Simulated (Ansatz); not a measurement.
Compare A (`C[SiH]([AlH2])O[SiH3]`) with its isomer B (`[AlH2][O]C[SiH2][SiH3]`).

Isolated molecules relaxed with PBE0-D4/def2-TZVP in Ansatz; ΔE leaves out vibrations. CCSD(T)/CBS adds triple-zeta CCSD(T) − MP2 to the extrapolated MP2 energy (def2 sets, frozen cores). DFT in def2-TZVPP. B3LYP here is the variant with VWN-RPA as its local correlation; programs differ in this. One conformer a species, not always the lowest.

Q: Which isomer does CCSD(T)/CBS put lower? Give the gap. (An estimate is asked.)

A: Ansatz gave: A, by 157.2 kJ/mol.

Q: Give E(B) − E(A) in kJ/mol with MP2/def2-TZVPP, PBE0-D4, CCSD/def2-TZVPP, CCSD(T)/def2-TZVPP, HF/def2-TZVPP, B3LYP, ωB97M-V. (Estimate.)

A: Computed: MP2/def2-TZVPP 160.3, PBE0-D4 145.7, CCSD/def2-TZVPP 157.4, CCSD(T)/def2-TZVPP 153.5, HF/def2-TZVPP 174.1, B3LYP 147.7, ωB97M-V 151.0. None reverses the order clearly.

Largest T1 diagnostic: 0.014.

From PBE to PBE0 (25 % exact exchange), in def2-TZVPP and without D4, E(B) − E(A) moves by +12.1 kJ/mol. In def2-TZVPP, CCSD(T) changes the Hartree–Fock value by −20.6 kJ/mol (the triples alone add −3.9 kJ/mol) and MP2 by −13.8 kJ/mol.
